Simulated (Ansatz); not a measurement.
Reaction (redistribution): `CC[SiH2]S` + `[CH3][SnH2][SiH2]O` → `[CH3][SnH2][SiH2]S` + `CC[SiH2]O`

Program: Ansatz. Geometries: PBE0-D4/def2-TZVP. ΔE: electronic, gas phase. CCSD(T)/CBS is the MP2 limit (def2-TZVPP, def2-QZVPP) plus CCSD(T) − MP2 in def2-TZVPP, frozen cores. Functionals use def2-TZVPP. def2 core potentials past Kr. For Sn outer-core shells are correlated without core-valence functions, which leaves a few kJ/mol of doubt a bond. One conformer a species, not always the lowest.

`CC[SiH2]S`:

```xyz
12

C     1.254    0.007    1.195
C    -0.018   -0.494    0.515
Si   -0.356    0.367   -1.112
S    -2.111   -0.364   -2.098
H     2.135   -0.164    0.571
H     1.203    1.079    1.402
H     1.424   -0.502    2.147
H     0.038   -1.570    0.323
H    -0.886   -0.346    1.166
H    -0.462    1.835   -0.885
H     0.736    0.109   -2.087
H    -2.956    0.044   -1.136
```

`[CH3][SnH2][SiH2]O`:

```xyz
12

C    -1.425    1.573   -0.264
Sn    0.595    0.847   -0.284
Si    0.693   -1.719   -0.090
O     0.158   -2.249    1.386
H    -1.966    1.184   -1.126
H    -1.927    1.247    0.647
H    -1.428    2.663   -0.303
H     1.439    1.558    1.033
H     1.364    1.380   -1.720
H    -0.215   -2.351   -1.080
H     2.082   -2.192   -0.360
H     0.629   -1.940    2.160
```

`[CH3][SnH2][SiH2]S`:

Z-matrix (Å, degrees):
```
C
Sn 1 2.142
H 1 1.090 2 109.9
H 1 1.090 2 110.0 3 -120.2
H 1 1.090 2 109.4 3 119.7
Si 2 2.565 1 109.4 3 -66.9
H 2 1.715 1 109.2 3 174.7
H 2 1.713 1 110.1 3 56.3
S 6 2.150 2 109.8 1 -58.9
H 6 1.487 2 111.3 1 55.2
H 6 1.489 2 112.5 1 176.7
H 9 1.344 6 95.1 2 -54.2
```

`CC[SiH2]O`:

Z-matrix (Å, degrees):
```
C
C 1 1.526
H 1 1.094 2 111.5
H 1 1.093 2 111.3 3 -120.0
H 1 1.093 2 111.8 3 120.2
Si 2 1.868 1 113.6 3 58.5
H 2 1.096 1 110.5 3 -179.4
H 2 1.097 1 110.5 3 -62.4
O 6 1.653 2 112.4 1 59.9
H 6 1.494 2 108.7 1 -61.8
H 6 1.484 2 110.7 1 177.7
H 9 0.957 6 117.6 2 -78.7
```

Problem. Is it downhill or uphill in electronic energy at CCSD(T)/CBS, and by how much? (Best estimate.)

Solution. Computed: Downhill: ΔE = -11.9 kJ/mol.

Problem. What do these levels give: ωB97X-V, PBE0, MP2/def2-TZVPP, SCS-MP2/def2-TZVPP, CCSD(T)/def2-TZVPP, HF/CBS(def2)? (Estimate.)

Solution. The calculation gave: ωB97X-V -10.6, PBE0 -9.8, MP2/def2-TZVPP -12.0, SCS-MP2/def2-TZVPP -11.2, CCSD(T)/def2-TZVPP -11.4, HF/CBS(def2) -9.6 kJ/mol.

Largest T1 diagnostic among the species: 0.012.
